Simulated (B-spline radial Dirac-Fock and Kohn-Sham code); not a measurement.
Elastic and transport cross sections of iridium for electrons

These are calculated numbers from a radial finite-basis atomic code; the model is relativistic (Dirac) partial waves in the static field of the Dirac-Fock atom with Furness-McCarthy exchange, without polarisation or absorption potentials. Below a few hundred eV the neglected polarisation potential matters, most of all at small angles. σ_tr1 and σ_tr2 weight the cross section with 1 − P₁ and 1 − P₂ of cos θ; "backward" is the share scattered beyond 90°.

```tsv
energy (eV)	σ (a₀²)	σ_tr1 (a₀²)	σ_tr2 (a₀²)	σ/σ_tr1	backward (%)
50	39.5	17.3	23.0	2.29	20
76.2	39.2	9.83	16.8	3.99	8.9
100	36.6	6.46	12.5	5.67	4.2
121	34.2	4.93	9.87	6.92	2.4
123	33.9	4.83	9.68	7.02	2.3
125	33.7	4.74	9.49	7.11	2.2
129	?	?	?	?	?
134	32.7	4.37	8.73	7.47	2.0
154	30.5	3.86	7.51	7.90	1.9
162	29.6	3.73	7.16	7.94	2.0
163	29.5	3.72	7.12	7.94	2.0
186	27.3	3.53	6.45	7.73	2.5
200	26.0	3.49	6.20	7.46	3.0
270	21.2	3.59	5.70	5.90	5.6
300	19.6	3.65	5.59	5.38	6.6
328	18.4	3.69	5.47	4.99	7.5
350	17.6	3.71	5.36	4.75	8.1
353	17.5	3.71	5.34	4.72	8.2
388	16.4	3.72	5.14	4.42	8.9
461	14.7	3.66	4.67	4.03	10
482	14.3	3.62	4.52	3.96	10
500	14.0	3.59	4.40	3.90	10
```

Q: Fill in the row for 129 eV.

A: σ = 33.2 a₀², σ_tr1 = 4.56 a₀², σ_tr2 = 9.14 a₀², σ/σ_tr1 = 7.28, backward 2.1 %. The ratio σ/σ_tr1 is roughly the number of elastic collisions that randomise the direction.
